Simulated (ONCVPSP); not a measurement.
# Reading a pseudo-wave (titanium (Ti))

Columns: radius, all-electron u(r) and pseudo u(r) of the 3p shell (level -39.55 eV) of titanium in the configuration [Ne] 3s2 3p6 3d2 4s1.5 4p0.5; PBE, scalar-relativistic, ONCV scheme, ONCVPSP 4.0.1.

| r (bohr) | all-electron | pseudo |
| --- | --- | --- |
| 0.115 | -0.4467 | 0.0456 |
| 0.230 | -0.4622 | 0.1727 |
| 0.345 | -0.0917 | 0.3562 |
| 0.460 | 0.3386 | 0.5612 |
| 0.575 | 0.6809 | 0.7522 |
| 0.690 | 0.9010 | 0.9009 |
| 0.805 | 1.0094 | 0.9913 |
| 0.920 | 1.0332 | 1.0208 |
| 1.035 | 0.9997 | 0.9974 |
| 1.150 | 0.9318 | 0.9353 |
| 1.265 | 0.8462 | 0.8506 |
| 1.380 | 0.7540 | 0.7568 |
| 1.495 | 0.6624 | 0.6635 |
| 1.610 | 0.5758 | 0.5759 |
| 1.725 | 0.4963 | 0.4963 |
| 1.840 | 0.4251 | 0.4250 |
| 1.955 | 0.3621 | 0.3621 |
| 2.070 | 0.3072 | 0.3072 |
| 2.185 | 0.2597 | 0.2597 |
| 2.300 | 0.2190 | 0.2190 |
| 2.415 | 0.1843 | 0.1842 |
| 2.530 | 0.1548 | 0.1547 |
| 2.645 | 0.1298 | 0.1297 |
| 2.760 | 0.1087 | 0.1087 |
| 2.875 | 0.0909 | 0.0909 |
| 2.990 | 0.0759 | 0.0759 |

Problem. How many radial nodes do the two functions have?

Solution. The all-electron 3p function has n − l − 1 = 1; the pseudo-wave has 0, since the states of the same l below it are removed with the core.

Problem. At about which radius was the pseudo-wave matched?

Solution. 1.70 bohr, where the columns begin to agree (steps of 0.12 bohr).

Problem. Is the pseudo-wave norm-conserving?

Solution. Yes: the ONCV scheme keeps the norm inside the radius equal to the all-electron one, which fixes the energy derivative of the logarithmic derivative at the level.
